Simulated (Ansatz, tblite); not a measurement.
Cost and result up the ladder for the cluster Si₂Se (3 atoms). Charge 0, multiplicity 1. Geometry: PBE-D4/def2-TZVP.

```xyz
3

Si   -0.114    0.705    1.172
Si   -0.934    0.048   -1.005
Se    1.048   -0.753   -0.167
```

Ansatz on 4 threads of Arm Neoverse V2 on a shared host; xTB runs through tblite on one thread. Times are rough, summed over both states, and most runs start from the orbitals of an earlier one. PBE0-D4/def2-TZVP serves as the yardstick here, not as an exact answer. The other state is a doublet.

The xTB rows come from tblite. Correlated methods freeze 19 core orbitals; core or outer-core shells of Se are correlated, in sets that lack core-valence functions. The structure comes from a short search, and lower isomers may exist.

Run but left out: HF/def2-TZVPP (singlet: restricted singlet, unstable towards broken spin symmetry).

Correlated methods converge slowly with the basis.

Raw xTB energies of ions are shifted by several eV.

| level | functions | wall time |
| --- | --- | --- |
| GFN1-xTB | 27 | 0.004 s |
| GFN2-xTB | 27 | 0.014 s |
| PBE-D4/def2-TZVP | 122 | 1.7 s |
| PBE0-D4/def2-TZVP | 122 | 3.2 s |
| r2SCAN-D4/def2-TZVP (with forces) | 122 | 5 s |
| CCSD(T)/def2-TZVPP | 132 | 11 s |

(1) Estimate what each level gives for the vertical IE (eV).

Answers

(1) 
```csv
level,vertical IE (eV),difference from PBE0-D4/def2-TZVP (eV),remarks
GFN1-xTB,10.92,3.04,–
GFN2-xTB,11.64,3.76,–
PBE-D4/def2-TZVP,7.83,-0.05,–
PBE0-D4/def2-TZVP,7.88,0.00,–
r2SCAN-D4/def2-TZVP (with forces),7.85,-0.03,–
CCSD(T)/def2-TZVPP,7.92,0.04,"restricted SCF unstable (singlet), spin-contaminated (⟨S²⟩ 0.83) (+1 doublet)"
```
